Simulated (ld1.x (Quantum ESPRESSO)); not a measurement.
Before and after: ultrasoft potential for Ag

ld1.x (Quantum ESPRESSO) 7.5 input, shortened:

```
&input
   title='Ag', zed=47., rel=1, dft='PZ', iswitch=3,
   config='[Kr] 4d10 5s1 5p0'
 /
 &inputp
   pseudotype=3, tm=.true., lloc=-1, rcloc=2.15,
   nlcc=.true., new_core_ps=.true.
 /
6
5S  1  0   1.00   0.00  1.85  2.15  0.0
5S  1  0   0.00   1.20  1.85  2.15  0.0
5P  2  1   0.00   0.00  2.70  3.20  0.0
5P  2  1   0.00   0.60  2.70  3.20  0.0
4D  3  2  10.00   0.00  1.40  1.50  0.0
4D  3  2   0.00   0.65  1.40  1.50  0.0
 &test
   configts(1)='4d10 5s1 5p0'
 /
```

All-electron outer shells of the reference configuration (LDA (PZ), scalar-relativistic, ld1.x):

```tsv
shell	level (eV)	outermost node (bohr)	outermost maximum (bohr)
4s	-95.08	0.44	0.82
4p	-58.67	0.44	0.87
4d	-7.66	0.43	1.04
5s	-4.72	1.11	2.49
5p	-0.85	1.25	3.67
```

Change: all radii but the core radius scaled by about 1.05 (s 2.26, p 3.36, d 1.58 bohr, rcut 1.94/2.82/1.46); local potential all-electron potential smoothed inside 2.26 bohr (lloc = -1).

Cutoffs: the cutoffs (Ry, on a coarse ladder) from which the occupation-weighted sum of valence levels, in a spherical-Bessel basis at the reference potential, stays within 10 and 1 mRy of its value at 400 Ry; they do not see the model core or the augmentation charge, which bear on the density cutoff. Errors are all-electron minus pseudo energies relative to the spin-unpolarised reference configuration.

What does the change do?

The potential gets softer (50 Ry and 90 Ry → 45 Ry and 80 Ry); the errors of the 9 common tests hardly move; neither file shows a bound ghost. A larger radius leaves more room for a smooth pseudo-wave, so fewer plane waves are needed.

```csv
quantity,base,changed
"cutoff, loose",50 Ry,45 Ry
"cutoff, tight",90 Ry,80 Ry
bound ghosts,none,none
"error for 4d10 5s0 5p0, meV [ΔE 8.10 eV]",-9.6,-11
"error for 4d9 5s0 5p0, meV [ΔE 30.49 eV]",-42,-39
"error for 4d8 5s0 5p0, meV [ΔE 66.92 eV]",-269,-258
"error for 4d9 5s1 5p0, meV [ΔE 13.38 eV]",-46,-47
"error for 4d7 5s0 5p0, meV [ΔE 118.85 eV]",-859,-834
"error for 4d10 5s0.5 5p0, meV [ΔE 3.19 eV]",-2.3,-2.6
"error for 4d9 5s1 5p1, meV [ΔE 8.57 eV]",-71,-71
"error for 4d10 5s1 5p0 (spin-polarised), meV [ΔE -0.15 eV]",-0.2,0.0
"error for 4d9 5s0 5p0 (spin-polarised), meV [ΔE 30.32 eV]",-36,-33
lowest overlap eigenvalue by channel,"s 0.31, p 0.53, d 0.98","s 0.29, p 0.55, d 0.99"
```
